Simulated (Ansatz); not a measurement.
An input meant for Ti₂O₅H₂ (charge 0, singlet; atoms displaced at random, 0.03 Å in each coordinate; with a point charge).

```yaml
crystal:
  periodic: [false, false, false]
  atoms:
    - {symbol: Ti, position_ang: [-0.461586, 0.987666, 0.531496]}
    - {symbol: Ti, position_ang: [0.511556, -1.031605, -0.454819]}
    - {symbol: O, position_ang: [0.982741, 0.963558, -0.508078]}
    - {symbol: O, position_ang: [-1.044802, 2.520415, 1.295166]}
    - {symbol: O, position_ang: [1.052497, -2.574313, -1.008733]}
    - {symbol: O, position_ang: [0.139142, -0.533571, 1.323597]}
    - {symbol: O, position_ang: [-1.073230, -0.365487, -0.791756]}
    - {symbol: H, position_ang: [0.867075, -3.421772, -1.554605]}
    - {symbol: H, position_ang: [-0.800725, 3.423095, 1.396031]}
basis:
  gaussian: {orbitals: pcseg-2, point_charges: [{charge: 2.00, position_ang: [3.786, 0.773, 0.116]}]}
hamiltonian: {xc: {name: HF}}
correlation: {active_space: {window: {electrons: 3, orbitals: 2}}}
scf: {omitted_lower_state_checks: [starts]}
output: {forces: true}
```

```sh
$ ansatz run in.yaml --threads 4 --pin off --events-out ev --progress --plain --max-ram 4787MiB
```

Predict how Ansatz answers.

The run stopped with an error. The active space doesn't fit the electrons.
```
Functional definition: HF
2025 factors; integrals over basis functions are off by at most 1.1e-3 eV
mean field evaluation 1: about -56381.3125 eV, gradient 1.1e2 eV
mean field evaluation 2: about -56381.5978 eV, gradient 1.1e2 eV
mean field evaluation 4: about -56402.3140 eV, gradient 1.6e1 eV
mean field evaluation 8: about -56402.8084 eV, gradient 7.3e-1 eV
mean field evaluation 16: about -56402.9127 eV, gradient 8.5e-5 eV
mean field -56402.91273952 eV, -2072.7688119101 hartree, gradient 3.5e-6 eV, S^2 0.000000; 0 other end points of the search recorded, 0 dependent functions left out
reference -56402.91273952 eV, -2072.7688119101 hartree; 43, 43 occupied and 247, 247 virtual orbitals, 2025 factors
Error: 3 electrons in 2 orbitals form no window around the highest filled level of the reference
```
